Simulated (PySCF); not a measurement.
## Working out the ionisation energy of Mo⁺

Mo⁺ [Kr] 4d5 (6S) → Mo²⁺ [Kr] 4d4 (5D). Calculation: PySCF 2.14, in x2c-TZVPPall; the spin-free X2C one-electron Hamiltonian (Gaussian nucleus). Frozen: [Kr]. Energies in hartree (1 hartree = 27.21139 eV):

| part | Mo⁺ (lower) | Mo²⁺ (upper) |
| --- | --- | --- |
| UHF | -4045.963138 | -4045.408854 |
| CCSD correlation | -0.065712 | -0.039844 |
| (T) | -0.001121 | -0.000371 |

Task: What does Hartree-Fock give?

Result: (-4045.408854) − (-4045.963138) = 0.554284 hartree = 15.083 eV.

Task: What do CCSD and CCSD(T) give?

Result: The CCSD correlation energies differ by 0.025868 hartree = 0.704 eV and the triples by 0.000750 hartree = 0.020 eV, so CCSD gives 15.787 eV and CCSD(T) 15.807 eV.

Reference: 16.16 ± 0.12 eV (semi-empirical (NIST evaluation); NIST Atomic Spectra Database, ionization energies), between the lowest levels; spin-orbit coupling is absent from the calculation.

What remains against the reference includes basis incompleteness, the frozen core and higher excitations.
